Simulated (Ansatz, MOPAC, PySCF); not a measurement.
Torsion H5–O1–Ga2–Br4 in BrGaH2O2 (SMILES [OH][Ga]([OH])[Br]); at each angle all else is relaxed with GFN2-xTB, and the levels are single points there.
Geometry at 0° (charge 0, multiplicity 1):
```tsv
atom	x (Å)	y (Å)	z (Å)
O	-0.9432	-1.1223	0.4720
Ga	0.3381	0.0449	0.3358
O	1.2557	0.4569	1.7446
Br	0.8626	1.0553	-1.6116
H	-1.5122	-1.4250	-0.2331
H	1.0499	0.0391	2.5810
```

On the grid 0° to 330°, 270° is the highest and 0° the lowest point at MP2/CBS(cc-pVTZ, cc-pVQZ) + ΔCCSD(T)/cc-pVTZ.

Rows in 6-31G* carry no dispersion term and start afresh at each structure (6-31G* with six Cartesian d functions); the Pople sets are all-electron and without relativity. The state that PM3 reach isn't checked.

The values were computed with Ansatz (Gaussian orbitals); MOPAC for PM3 (differences of heats of formation); PySCF for 6-31G* rows, the dispersion terms. 

**Question.** One of these levels gives 5.49 kcal/mol for the energy at 270° less that at 0°. Which?
A) PBE-D4/def2-TZVPP
B) BP86/6-31G*
C) PM3

**Answer.** B, BP86/6-31G*. The others give 3.28 (PM3), 5.00 (PBE-D4/def2-TZVPP)

Ansatz is an electronic-structure program.
